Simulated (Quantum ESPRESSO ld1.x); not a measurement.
Values are calculated unless marked as measured or tabulated.
These are the eigenvalues of the occupied orbitals of an atom or ion with whole-number occupations (hartree). Level of theory: scalar-relativistic Kohn-Sham, LDA (Slater exchange, Perdew-Wang correlation), spin-polarised, spherical densities, point nucleus (ld1.x of Quantum ESPRESSO 7.5).

1s up: -2880.89
1s down: -2880.89
2s up: -506.671
2s down: -506.666
2p up: -439.318
2p down: -439.314
3s up: -119.489
3s down: -119.486
3p up: -99.8801
3p down: -99.8774
3d up: -78.5925
3d down: -78.5888
4s up: -26.1551
4s down: -26.1500
4p up: -19.7231
4p down: -19.7180
4d up: -11.9145
4d down: -11.9084
5s up: -4.40621
5s down: -4.37243
4f up: -3.23254
4f down: -3.22375
5p up: -2.71722
5p down: -2.67674
5d up: -0.84523
5d down: -0.80143
5f up: -0.09520

Which element is it, and in what charge state? The configuration may be excited. Open shells, if any, are filled with parallel spins first.

Answer. Z = 78, platinum, charge +1: Pt+ in [Xe] 4f14 5d8 5f1. The list shows which subshells hold electrons but not how many an open one holds; the 1s level, -2880.9 hartree, gives Z - s = 75.9 by -(Z - s)^2/2, which with screening and relativity narrows Z to a few neighbours, and the depths of the outer levels then fix element, charge and occupations together.
